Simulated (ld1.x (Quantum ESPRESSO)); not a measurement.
Which change was made? (Ni, RRKJ)

Ni, norm-conserving RRKJ (Kleinman–Bylander form), made with ld1.x (Quantum ESPRESSO) 7.5 (PBEsol, scalar-relativistic). Core [Ne], reference 3s2 3p6 3d7 4s0 4p0 (charge +3). Waves: 3s (bound): rc 1.20 bohr; 3p (bound): rc 0.75 bohr; 3d (bound): rc 0.85 bohr. Local part: all-electron potential smoothed inside 0.95 bohr (lloc = -1). Core correction: Bessel-smoothed model core inside 0.40 bohr. rho0 = 0.001.

Cutoffs, loose and tight: the cutoffs (Ry, on a coarse ladder) from which the occupation-weighted sum of valence levels, in a spherical-Bessel basis at the reference potential, stays within 10 and 1 mRy of its value at 400 Ry. They do not see the model core or the augmentation charge, which bear on the density cutoff. Test errors are all-electron minus pseudo excitation energies from the reference, over the configurations 3s2 3p6 3d8 4s2 4p0; 3s2 3p6 3d8 4s1 4p0; 3s2 3p6 3d8 4s0 4p0; 3s2 3p6 3d8 4s0 4p1; 3s2 3p6 3d6 4s0 4p0; 3s2 3p6 3d8.5 4s1.5 4p0; 3s2 3p6 3d8 4s0 4p2; variants that change the core or the reference have their own tests. The largest error is taken over the tests solved by every variant that gives reliable tests at all, those not shown here included: 3s2 3p6 3d6 4s0 4p0; 3s2 3p6 3d8 4s0 4p0; 3s2 3p6 3d8 4s0 4p1; 3s2 3p6 3d8 4s0 4p2.

The base gives: outcome: generated; cutoff, loose: 260 Ry; cutoff, tight: over 300 Ry; bound ghosts: none; largest test error (meV): -21.

**Question.** After one change the result is: outcome: generated; cutoff, loose: 160 Ry; cutoff, tight: 230 Ry; bound ghosts: s; largest test error (meV): -58. Which change was it?
A. all radii but the core radius scaled by about 0.74 (s 0.88, p 0.56, d 0.62 bohr); local potential all-electron potential smoothed inside 0.70 bohr (lloc = -1)
B. all radii but the core radius scaled by about 1.27 (s 1.52, p 0.96, d 1.08 bohr); local potential all-electron potential smoothed inside 1.20 bohr (lloc = -1)
C. all radii but the core radius scaled by about 0.96 (s 1.16, p 0.72, d 0.82 bohr); local potential all-electron potential smoothed inside 0.92 bohr (lloc = -1)

**Answer.** B. The others give: all radii but the core radius scaled by about 0.96 (s 1.16, p 0.72, d 0.82 bohr); local potential all-electron potential smoothed inside 0.92 bohr (lloc = -1) → outcome: generated; cutoff, loose: 260 Ry; cutoff, tight: over 300 Ry; bound ghosts: none; largest test error (meV): -7.0 | all radii but the core radius scaled by about 0.74 (s 0.88, p 0.56, d 0.62 bohr); local potential all-electron potential smoothed inside 0.70 bohr (lloc = -1) → outcome: generated; cutoff, loose: over 300 Ry; cutoff, tight: over 300 Ry; bound ghosts: none; largest test error (meV): +30.
